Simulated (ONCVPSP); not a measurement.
Potentials for silicon (Si) compared

Generated with ld1.x 7.5 (TM, RRKJ, ultrasoft, PAW), atompaw 4.2 or ONCVPSP 4.0.1. The cutoff is in Ry: for ld1.x and atompaw files where the sum of valence levels is converged to 10 mRy in a Bessel basis, for ONCV files where the hardest occupied wave has 1 mHa per electron of residual kinetic energy. The error is the largest all-electron minus pseudo excitation energy over each file’s own four to seven test configurations (ionisations up to +4, promotions, holes and added fractions of an electron), all of which were solved. The labels leave out finer settings (local radius, basis sizes, second energies), which also bear on the numbers. Spin-polarised tests are not counted. The rows are a selection from randomly drawn settings: files with unsolved tests, undetermined cutoffs or missed reference levels are left out.

| potential | cutoff (Ry) | largest error (meV) | bound ghosts |
| --- | --- | --- | --- |
| ONCV, revPBE, scalar-relativistic, rc 1.55/1.85 (sp), local smoothed, core correction yes, reference 3s2 3p2, qcut 4.6/4.8, projectors 1/2 | 16 | -161 | none |
| ONCV, PBE, scalar-relativistic, rc 1.70/2.40 (sp), local s, core correction no, reference 3s2 3p2, qcut 4.6/3, projectors 0/2 | 16 | +54 | none |
| ONCV, LDA (Perdew-Wang 92), scalar-relativistic, rc 1.85/2.05 (sp), local smoothed, core correction yes, reference 3s2 3p2, qcut 4/3.9, projectors 2/2 | 15 | +144 | none |
| ONCV, PBE, non-relativistic, rc 1.05/1.15/1.10 (spd), local smoothed, core correction no, reference 2s2 2p6 3s1.5 3p2.5, qcut 10.3/14.4/10, projectors 2/2/2 | 145 | +4.8 | none |

Task: Fill in the row for Si: ONCV, LDA (Perdew-Zunger), non-relativistic, rc 1.45/2.00/1.65 (spd), local smoothed, core correction yes, reference 3s2 3p2, qcut 3.5/4.1/5.9, projectors 1/2/1.

Result: cutoff 23 Ry, largest error +66 meV, bound ghosts: none.

Task: Fill in the row for Si: ONCV, PW91, scalar-relativistic, rc 1.05/0.80/0.80 (spd), local d, core correction no, reference 2s2 2p6 3s1 3p3, qcut 10.9/21/10.6, projectors 2/2/0.

Result: cutoff 283 Ry, largest error +5.2 meV, bound ghosts: none.
